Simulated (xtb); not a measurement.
xtb job for C2H9NSi2, SMILES [SiH3]N1C[SiH2]C1, GFN2-xTB. 

```
$ xtb mol.xyz --gfn 2 --sp --chrg 0 --uhf 0 --json
$ cat mol.xyz
14

Si     2.12254970     0.00459225    -0.00000000
N      0.42054936    -0.12796858    -0.00000000
C     -0.46615950     0.04170663     1.14813039
Si    -1.99529836    -0.00654988     0.00000000
C     -0.46615950     0.04170663    -1.14813039
H      2.64410686     1.38622949    -0.00000000
H      2.56569988    -0.66395601    -1.22419897
H      2.56569988    -0.66395601     1.22419898
H     -0.33675894    -0.76054112     1.87791594
H     -0.30200736     0.98939383     1.67190860
H     -2.75476168    -1.25603787     0.00000000
H     -2.87466248     1.16272231    -0.00000001
H     -0.33675894    -0.76054113    -1.87791593
H     -0.30200736     0.98939382    -1.67190861
```

It prints:

```
[banner left out]
          |                Calculation Setup                |
           -------------------------------------------------



molecular fragmentation (1/2 indicates fragments):
11111111111211
# atoms in fragment 1/2:    13     1
 fragment masses (1/2) :      102.26        1.01
CMA distance (Bohr)    :   5.906
constraining FC (au)   :  0.0500

           -------------------------------------------------
          |                 G F N 2 - x T B                 |
           -------------------------------------------------

        Reference                      10.1021/acs.jctc.8b01176
      * Hamiltonian:
        H0-scaling (s, p, d)           1.850000    2.230000    2.230000
        zeta-weighting                 0.500000
      * Dispersion:
        s8                             2.700000
        a1                             0.520000
        a2                             5.000000
        s9                             5.000000
      * Repulsion:
        kExp                           1.500000    1.000000
        rExp                           1.000000
      * Coulomb:
        alpha                          2.000000
        third order                    shell-resolved
        anisotropic                    true
        a3                             3.000000
        a5                             4.000000
        cn-shift                       1.200000
        cn-exp                         4.000000
        max-rad                        5.000000


          ...................................................
          :                      SETUP                      :
          :.................................................:
          :  # basis functions                  41          :
          :  # atomic orbitals                  39          :
          :  # shells                           21          :
          :  # electrons                        30          :
          :  max. iterations                   250          :
          :  Hamiltonian                  GFN2-xTB          :
          :  restarted?                      false          :
          :  GBSA solvation                  false          :
          :  PC potential                    false          :
          :  electronic temp.          300.0000000     K    :
          :  accuracy                    1.0000000          :
          :  -> integral cutoff          0.2500000E+02      :
          :  -> integral neglect         0.1000000E-07      :
          :  -> SCF convergence          0.1000000E-05 Eh   :
          :  -> wf. convergence          0.1000000E-03 e    :
          :  Broyden damping             0.4000000          :
          :  net charge                          0          :
          :  unpaired electrons                  0          :
          ...................................................

 iter      E             dE          RMSdq      gap      omega  full diag
   1    -15.2767522 -0.152768E+02  0.625E+00    4.56       0.0  T
   2    -15.4007632 -0.124011E+00  0.288E+00    3.17       1.0  T
   3    -15.4008041 -0.409360E-04  0.297E+00    3.87       1.0  T
   4    -15.4105478 -0.974372E-02  0.170E+00    3.58       1.0  T
   5    -15.4117712 -0.122343E-02  0.496E-01    3.44       1.0  T
   6    -15.4121163 -0.345054E-03  0.114E-01    3.39       1.0  T
   7    -15.4121190 -0.270740E-05  0.362E-02    3.40       1.0  T
   8    -15.4121237 -0.467745E-05  0.171E-02    3.39       1.6  T
   9    -15.4121238 -0.148667E-06  0.570E-03    3.39       4.7  T
  10    -15.4121239 -0.597646E-07  0.224E-03    3.39      11.9  T
  11    -15.4121239 -0.220527E-08  0.108E-03    3.39      24.8  T
  12    -15.4121239 -0.429367E-08  0.388E-04    3.39      68.9  T
  13    -15.4121239 -0.468461E-09  0.130E-04    3.39     205.1  T

   *** convergence criteria satisfied after 13 iterations ***

         #    Occupation            Energy/Eh            Energy/eV
      -------------------------------------------------------------
         1        2.0000           -0.7448705             -20.2690
       ...           ...                  ...                  ...
         9        2.0000           -0.4643225             -12.6349
        10        2.0000           -0.4407632             -11.9938
        11        2.0000           -0.4126647             -11.2292
        12        2.0000           -0.4098465             -11.1525
        13        2.0000           -0.3912206             -10.6457
        14        2.0000           -0.3882676             -10.5653
        15        2.0000           -0.3406935              -9.2707 (HOMO)
        16                         -0.2160986              -5.8803 (LUMO)
        17                         -0.1830385              -4.9807
        18                         -0.1666812              -4.5356
        19                         -0.1575389              -4.2869
        20                         -0.1452664              -3.9529
       ...                                ...                  ...
        39                          0.7383989              20.0929
      -------------------------------------------------------------
                  HL-Gap            0.1245949 Eh            3.3904 eV
             Fermi-level           -0.2783961 Eh           -7.5755 eV

 SCC (total)                   0 d,  0 h,  0 min,  0.038 sec
 SCC setup                      ...        0 min,  0.000 sec (  0.734%)
 Dispersion                     ...        0 min,  0.000 sec (  0.417%)
 classical contributions        ...        0 min,  0.000 sec (  0.129%)
 integral evaluation            ...        0 min,  0.003 sec (  9.262%)
 iterations                     ...        0 min,  0.018 sec ( 47.036%)
 molecular gradient             ...        0 min,  0.016 sec ( 41.863%)
 printout                       ...        0 min,  0.000 sec (  0.478%)

         :::::::::::::::::::::::::::::::::::::::::::::::::::::
         ::                     SUMMARY                     ::
         :::::::::::::::::::::::::::::::::::::::::::::::::::::
         :: total energy             -15.240470893179 Eh    ::
         :: gradient norm              0.000088531213 Eh/a0 ::
         :: HOMO-LUMO gap              3.390398687035 eV    ::
         ::.................................................::
         :: SCC energy               -15.412110689902 Eh    ::
         :: -> isotropic ES            0.034496997840 Eh    ::
         :: -> anisotropic ES          0.005089786258 Eh    ::
         :: -> anisotropic XC          0.007748450432 Eh    ::
         :: -> dispersion             -0.010230984900 Eh    ::
         :: repulsion energy           0.171639796722 Eh    ::
         :: add. restraining           0.000000000000 Eh    ::
         :: total charge              -0.000000000000 e     ::
         :::::::::::::::::::::::::::::::::::::::::::::::::::::

           -------------------------------------------------
          |                Property Printout                |
           -------------------------------------------------

    * Orbital Energies and Occupations

         #    Occupation            Energy/Eh            Energy/eV
      -------------------------------------------------------------
         1        2.0000           -0.7448705             -20.2690
       ...           ...                  ...                  ...
         3        2.0000           -0.5881318             -16.0039
         4        2.0000           -0.5866761             -15.9643
         5        2.0000           -0.5348915             -14.5551
         6        2.0000           -0.4995872             -13.5945
         7        2.0000           -0.4795291             -13.0487
         8        2.0000           -0.4681201             -12.7382
         9        2.0000           -0.4643225             -12.6349
        10        2.0000           -0.4407632             -11.9938
        11        2.0000           -0.4126647             -11.2292
        12        2.0000           -0.4098465             -11.1525
        13        2.0000           -0.3912206             -10.6457
        14        2.0000           -0.3882676             -10.5653
        15        2.0000           -0.3406935              -9.2707 (HOMO)
        16                         -0.2160986              -5.8803 (LUMO)
        17                         -0.1830385              -4.9807
        18                         -0.1666812              -4.5356
        19                         -0.1575389              -4.2869
        20                         -0.1452664              -3.9529
        21                         -0.1376611              -3.7459
        22                         -0.0896667              -2.4400
        23                         -0.0690432              -1.8788
        24                         -0.0443904              -1.2079
        25                         -0.0242811              -0.6607
        26                          0.0640325               1.7424
       ...                                ...                  ...
        39                          0.7383989              20.0929
      -------------------------------------------------------------
                  HL-Gap            0.1245949 Eh            3.3904 eV
             Fermi-level           -0.2783961 Eh           -7.5755 eV

     #   Z          covCN         q      C6AA      α(0)
     1  14 Si       3.614     0.464    98.795    19.079
     2   7 N        2.921    -0.286    27.363     7.769
     3   6 C        3.706    -0.084    22.256     6.744
     4  14 Si       3.869     0.464    97.627    18.898
     5   6 C        3.706    -0.084    22.256     6.744
     6   1 H        0.914    -0.117     6.206     3.897
     7   1 H        0.918    -0.120     6.340     3.938
     8   1 H        0.918    -0.120     6.340     3.938
     9   1 H        0.924     0.013     2.838     2.635
    10   1 H        0.924     0.003     3.004     2.710
    11   1 H        0.919    -0.071     4.657     3.375
    12   1 H        0.918    -0.078     4.853     3.446
    13   1 H        0.924     0.013     2.838     2.635
    14   1 H        0.924     0.003     3.004     2.710

 Mol. C6AA /au·bohr⁶  :       2786.403578
 Mol. C8AA /au·bohr⁸  :      93238.717228
 Mol. α(0) /au        :         88.517387


Wiberg/Mayer (AO) data.
largest (>0.10) Wiberg bond orders for each atom

 ---------------------------------------------------------------------------
     #   Z sym  total        # sym  WBO       # sym  WBO       # sym  WBO
 ---------------------------------------------------------------------------
     1  14 Si   3.819 --     2 N    1.136     7 H    0.886     8 H    0.886
                             6 H    0.883
     2   7 N    3.288 --     1 Si   1.136     3 C    1.032     5 C    1.032
     3   6 C    3.964 --     2 N    1.032    10 H    0.982     9 H    0.982
                             4 Si   0.884
     4  14 Si   3.553 --    11 H    0.885     3 C    0.884     5 C    0.884
                            12 H    0.882
     5   6 C    3.964 --     2 N    1.032    14 H    0.982    13 H    0.982
                             4 Si   0.884
     6   1 H    0.986 --     1 Si   0.883
     7   1 H    0.985 --     1 Si   0.886
     8   1 H    0.985 --     1 Si   0.886
     9   1 H    1.000 --     3 C    0.982
    10   1 H    1.000 --     3 C    0.982
    11   1 H    0.995 --     4 Si   0.885
    12   1 H    0.994 --     4 Si   0.882
    13   1 H    1.000 --     5 C    0.982
    14   1 H    1.000 --     5 C    0.982
 ---------------------------------------------------------------------------

Topologies differ in total number of bonds
Writing topology from bond orders to xtbtopo.mol

molecular dipole:
                 x           y           z       tot (Debye)
 q only:       -0.948       0.021      -0.000
Note: The following floating-point exceptions are signalling: IEEE_UNDERFLOW_FLAG IEEE_DENORMAL
normal termination of xtb
   full:       -0.645       0.140      -0.000       1.678
molecular quadrupole (traceless):
                xx          xy          yy          xz          yz          zz
 q only:        2.737       0.158      -1.534      -0.000       0.000      -1.204
  q+dip:       -1.977       0.619       1.777      -0.000      -0.000       0.200
   full:       -0.291       0.014      -0.495      -0.000       0.000       0.786


           -------------------------------------------------
          | TOTAL ENERGY              -15.240470893179 Eh   |
          | GRADIENT NORM               0.000088531213 Eh/α |
          | HOMO-LUMO GAP               3.390398687035 eV   |
           -------------------------------------------------

------------------------------------------------------------------------
------------------------------------------------------------------------
 total:
 SCF:
```

Self-consistency was reached.
